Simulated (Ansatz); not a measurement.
CH$_{5}$NSSn, SMILES `C[S][Sn][NH2]`: the same geometry under several functionals.

```yaml
crystal:
  periodic: [false, false, false]
  atoms:
    - {symbol: C, position_ang: [-0.954900, 0.380426, 0.973855]}
    - {symbol: S, position_ang: [0.668730, 0.288334, 1.772203]}
    - {symbol: Sn, position_ang: [2.245955, -0.372421, 0.037244]}
    - {symbol: N, position_ang: [0.911724, -0.492347, -1.469428]}
    - {symbol: H, position_ang: [-1.675861, 0.673955, 1.736936]}
    - {symbol: H, position_ang: [-0.964368, 1.130517, 0.182227]}
    - {symbol: H, position_ang: [-1.253096, -0.588139, 0.570916]}
    - {symbol: H, position_ang: [-0.079054, -0.315781, -1.417638]}
    - {symbol: H, position_ang: [1.189469, -0.750844, -2.403316]}
basis:
  gaussian: {orbitals: def2-TZVPP}
hamiltonian: {xc: {name: r2SCANh}, dispersion: d4}
output: {orbitals: {seedname: orbitals}}
```

```sh
$ ansatz run in.yaml --threads 4 --pin off --events-out ev --progress --plain --max-ram 10444MiB
```

It prints (some lines left out):

```
Functional definition: r2SCANh
1317 factors; their error is unknown
mean field evaluation 1: about -19264.5241 eV, gradient 7.9e1 eV
mean field evaluation 2: about -19205.3579 eV, gradient 1.5e2 eV
mean field evaluation 4: about -19277.2676 eV, gradient 1.3e1 eV
mean field evaluation 8: about -19277.7177 eV, gradient 1.4e-1 eV
mean field evaluation 16: about -19277.7465 eV, gradient 1.5e-3 eV
mean field -19277.74648329 eV, -708.4441163352 hartree, gradient 5.0e-5 eV, S^2 0.000000; 0 other end points of the search recorded, 0 dependent functions left out
reference -19277.74649506 eV, -708.4441167675 hartree; 28, 28 occupied and 196, 196 virtual orbitals, 1317 factors
Total energy: -19277.80566488 eV, -708.4462912184 hartree
```

Hardware: 4 threads of an Arm Neoverse V2 on a shared host. Wall time 4.3 s, peak host memory 0.56 GiB.

Changing it to `hamiltonian: {xc: {name: BHLYP}, dispersion: d4}` (abridged; 2.4 s):

```
Functional definition: BHLYP
mean field evaluation 16: about -19274.6538 eV, gradient 3.7e-5 eV
mean field -19274.65379284 eV, -708.3304620572 hartree, gradient 3.7e-5 eV, S^2 0.000000
Total energy: -19274.98623695 eV, -708.3426791528 hartree
```

Changing it to `hamiltonian: {xc: {name: wB97X-V}}` (abridged; 6.5 s):

```
Functional definition: wB97X-V
mean field evaluation 16: about -19275.2393 eV, gradient 1.2e-4 eV
mean field -19275.23926868 eV, -708.3519778976 hartree, gradient 4.5e-5 eV, S^2 0.000000
Total energy: -19275.23926663 eV, -708.3519778224 hartree
```

With the line `hamiltonian: {xc: {name: B3LYP}, dispersion: d4}` and forces (abridged; 3.6 s):

```
Functional definition: B3LYP
mean field evaluation 16: about -19280.9697 eV, gradient 4.8e-3 eV
mean field -19280.96973794 eV, -708.5625687587 hartree, gradient 4.2e-5 eV, S^2 0.000000
Total energy: -19281.35875395 eV, -708.5768648334 hartree
Atom 0 force    -0.301563     0.027581    -0.101114 eV/Å
Atom 1 force     0.096295     0.056688     0.321486 eV/Å
Atom 2 force     0.414841    -0.056145     0.057559 eV/Å
Atom 3 force    -0.193911    -0.015998    -0.213559 eV/Å
Atom 4 force     0.024424    -0.017154    -0.059341 eV/Å
Atom 5 force    -0.016981    -0.057377     0.037724 eV/Å
Atom 6 force     0.004188     0.069394     0.009220 eV/Å
Atom 7 force    -0.004480    -0.006044    -0.035050 eV/Å
Atom 8 force    -0.022814    -0.000945    -0.016924 eV/Å
Dipole moment:    -0.117805    -0.079505    -0.436037 e Å
```

The same input with `hamiltonian: {xc: {name: PBE-QIDH}}` (abridged; 5.5 s):

```
Functional definition: PBE-QIDH
mean field evaluation 16: about -19254.4392 eV, gradient 3.8e-4 eV
mean field -19254.43923115 eV, -707.5875906169 hartree, gradient 5.4e-6 eV, S^2 0.000000
11 core orbitals not correlated: weight in the atoms' cores, before any rotation towards them, 1.000 or more for the frozen orbitals, at most 0.000 for the correlated occupied ones
second order -27.08139079 eV of doubles, -0.00000000 eV of singles
Total energy: -19263.46637407 eV, -707.9193320005 hartree
```

With the line `hamiltonian: {xc: {name: B97M-V}}` (abridged; 8 s):

```
Functional definition: B97M-V
mean field evaluation 16: about -19275.2697 eV, gradient 1.0e-3 eV
mean field -19275.26970213 eV, -708.3530963061 hartree, gradient 1.0e-5 eV, S^2 0.000000
Total energy: -19275.26976370 eV, -708.3530985690 hartree
```

B3LYP takes the VWN-RPA correlation (the form of Gaussian; ORCA's B3LYP/G).
